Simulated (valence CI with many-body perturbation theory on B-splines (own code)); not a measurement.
K⁵⁺: configurations and terms from energies and g

Computed by configuration interaction combined with many-body perturbation theory (CI+MBPT): four valence electrons over a frozen Dirac-Fock core [Ne], a basis of 11 s, 11 p, 9 d, 7 f, 5 g, 2 h, 1 i functions for each j, with the one-electron correlation potential Σ1, the two-electron term Σ2, the three-electron term Σ3, Breit, model QED; selected CI, second order for the rest, scaled by the run's own slope (own B-spline code, finite nucleus).

Set against measurement, 25 paired levels are off by 69 cm⁻¹ on average, the worst by 276. These come from a selection out of Sansonetti, J. Phys. Chem. Ref. Data 37, 7 (2008). Levels without a partner in it may be off by more.

```csv
No.,J,Parity,E (cm⁻¹),g
2,1,even,1134,1.501
3,2,even,2932,1.497
4,2,even,19060,1.003
6,2,odd,99820,2.001
7,1,odd,140680,0.502
8,2,odd,140740,1.168
9,3,odd,140940,1.334
11,1,odd,163470,1.498
12,2,odd,163470,1.497
14,2,odd,217380,0.666
15,3,odd,218410,1.083
16,1,odd,218590,1.924
17,4,odd,219840,1.250
18,1,odd,224100,1.077
```

Energies count from the lowest level. Strongly mixed levels and levels close to another of their J and parity, and those with J = 0 are left out, so the numbers can have gaps.

Give configuration and LS term of each level.

2: 3s²3p² ³P; 3: 3s²3p² ³P; 4: 3s²3p² ¹D; 6: 3s3p³ ⁵S°; 7: 3s3p³ ³D°; 8: 3s3p³ ³D°; 9: 3s3p³ ³D°; 11: 3s3p³ ³P°; 12: 3s3p³ ³P°; 14: 3s²3p3d ³F°; 15: 3s²3p3d ³F°; 16: 3s3p³ ³S°; 17: 3s²3p3d ³F°; 18: 3s3p³ ¹P°.
